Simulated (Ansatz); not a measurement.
Compare A (`C=C1[SiH2]S1`) with its isomer B (`[SiH3]C#CS`).

Isolated molecules relaxed with PBE0-D4/def2-TZVP in Ansatz; ΔE leaves out vibrations. CBS: MP2 limit from def2 TZ/QZ plus the TZ coupled-cluster correction, frozen cores. Functionals use def2-TZVPP. Each species was taken in one conformer, which may not be the lowest.

Problem. Which isomer does CCSD(T)/CBS put lower? Give the gap. (Estimate.)

Solution. Computed: A, by 81.2 kJ/mol.

Problem. Give E(B) − E(A) in kJ/mol with PBE0-D4, CCSD(T)/def2-SVP, LDA (SPW92), PBE-D4, r2SCAN-D4, CCSD(T)/def2-TZVPP, MP2/def2-TZVPP. (An estimate is asked.)

Solution. Computed: PBE0-D4 102.0, CCSD(T)/def2-SVP 66.1, LDA (SPW92) 114.6, PBE-D4 102.3, r2SCAN-D4 96.5, CCSD(T)/def2-TZVPP 75.3, MP2/def2-TZVPP 75.4. None reverses the order clearly.

Problem. Does the order hold for the free energy at 298.15 K (harmonic terms from PBE0-D4)? (Estimate.)

Solution. Computed: Yes: G(B) − G(A) = +56.3 kJ/mol, for one conformer each. Modes under 60 cm⁻¹, often nearly free rotors, make the harmonic entropy too high.

Largest T1 diagnostic: 0.014.

In def2-TZVPP, CCSD(T) changes the Hartree–Fock value by +26.7 kJ/mol (the triples alone add +4.5 kJ/mol) and MP2 by +26.9 kJ/mol. The D4 term adds +5.4 kJ/mol with B3LYP and +2.6 kJ/mol with PBE0; it sums over pairs of atoms, weighted by their polarisabilities, and B3LYP, whose exchange is more repulsive, gets the larger term.

B3LYP here is the variant with VWN-RPA as its local correlation; programs differ in this.
